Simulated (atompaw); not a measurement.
Pseudopotential generation for carbon: PAW (atompaw), PBE, scalar-relativistic.

atompaw 4.2.0.5 was run on this input:

```
C 6
GGA-PBE scalarrelativistic loggrid 1500 logderivrange -3 5 201
2 2 0 0 0 0
2 1 2
0 0 0
c
v
v
2
2.10 1.75 1.85 1.30
y
0.05
n
y
0.55
n
y
0.05
n
custom rrkj gramschmidtortho sinc
3 1 troulliermartins
1.30
2.10
2.05
2.10
2.10
PWSCFOUT
UPFDX 0.0125d0 UPFXMIN -7.d0 UPFZMESH 6.d0
END
```

Command:

```bash
atompaw < C.input > C.log
```

Output (summary file):

```
Completed calculations for C (AE)

 Exchange-correlation type: GGA, Perdew-Burke-Ernzerhof

 Radial integration grid is logarithmic
 r0 =   1.2320561E-03 h =   7.3923368E-03   n =      1500 rmax =   8.0000000E+01

 Scalar relativistic calculation

 AEatom converged in  29 iterations
   nz     =   6.00
   delta  =       9.256995764315E-17

 All Electron Orbital energies:
  n  l      occupancy      energy
  1  0      2.0000000E+00 -2.0093082E+01
  2  0      2.0000000E+00 -1.0106695E+00
  2  1      2.0000000E+00 -3.8847583E-01

 Total energy
   Total                    :      -75.52962648694728

 ---
 Completed calculations for C (SC)

 Exchange-correlation type: GGA, Perdew-Burke-Ernzerhof

 Radial integration grid is logarithmic
 r0 =   1.2320561E-03 h =   7.3923368E-03   n =      1500 rmax =   8.0000000E+01

 Scalar relativistic calculation

 SCatom converged in   1 iterations
   nz     =   6.00
   delta  =       2.165537914035E-17

 Valence Electron Orbital energies:
  n  l      occupancy      energy
   2  0      2.0000000E+00 -1.0106695E+00
   2  1      2.0000000E+00 -3.8847583E-01

 Total energy
   Total                    :      -75.52962648798844
   Valence                  :      -17.76542050414089

 PAW parameters:
       lmax =            2
         rc =    2.1052353353616957
        irc =         1008
   rc_shape =    1.7497974461847963
    rc_vloc =    1.8564743215561521
    rc_core =    1.3015609543487630
   Vloc: Norm-conserving Troullier-Martins with l= 3;e=   1.0000E+00
   Projector type: RRKJ pseudization + Gram-Schmidt ortho.
   Sinc^2 compensation charge shape zeroed at   1.7498E+00

 Number of basis functions     5
 No.   n  nodes  l      Energy         Cp coeff         Occ
  1    2    1    0   -0.1010670E+01  0.1000000E+01  0.2000000E+01
  2  999    2    0    0.5000000E-01 -0.4245740E-01  0.0000000E+00
  3    2    0    1   -0.3884758E+00  0.1000000E+01  0.2000000E+01
  4  999    1    1    0.5500000E+00  0.1363012E+00  0.0000000E+00
  5  999    0    2    0.5000000E-01  0.1000000E+01  0.0000000E+00

 Eigenvalues of overlap operator (in the basis of projectors):
    1        8.04592482E-03
    2        2.67980556E-02
    3        9.14576238E-01
    4        3.67523016E+00
    5        2.82276128E+01

 Orbital leakage outside PAW augmentation regions
   orb  is_core?  %out_of_sphere
   1 0    T           0.00
   2 0    F          19.60
   2 1    F          30.39

 Summary of PAW energies
   Total valence energy     :    -17.76576268050998
   Smooth energy            :      4.16780692929493
   One center               :    -21.93356960980491
   Smooth kinetic           :      4.56403528642202
   Vloc energy              :     -0.56168893283484
   Smooth exch-corr         :     -2.64282407630220
   One-center xc            :     -7.51286764153532
```

The run took about 1.2 s on one core of a shared server CPU.
